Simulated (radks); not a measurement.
Isoelectronic series with 1 electrons, each ion in its NIST ground configuration. Method: scalar-relativistic Kohn-Sham, PBEsol, spin-polarised, spherical densities, point nucleus; open shells are filled with parallel spins first; computed with a radial shooting solver on a logarithmic mesh with Libxc functionals. Total energies (hartree) and mean radii <r> (bohr):

ion    configuration  E (hartree)    1s up
H                1s1     -0.48872    1.557
He+              1s1     -1.96968   0.7644
Li2+             1s1     -4.45051   0.5064
Be3+             1s1     -7.93195   0.3786
B4+              1s1    -12.41464   0.3022
C5+              1s1    -17.89932   0.2515
N6+              1s1    -24.38689   0.2153
O7+              1s1    -31.87839   0.1882
F8+              1s1    -40.37504   0.1672
Ne9+             1s1    -49.87821   0.1503
Mg11+            1s1    -71.91041   0.1251
Al12+            1s1    -84.44302   0.1154
Si13+            1s1    -97.98929   0.1071
P14+             1s1   -112.55145  0.09986
S15+             1s1   -128.13186  0.09356
Cl16+            1s1   -144.73310  0.08799
Ar17+            1s1   -162.35789  0.08304
K18+             1s1   -181.00915  0.07860
Ca19+            1s1   -200.68997  0.07461
Sc20+            1s1   -221.40364  0.07100
Ti21+            1s1   -243.15362  0.06772
V22+             1s1   -265.94356  0.06471
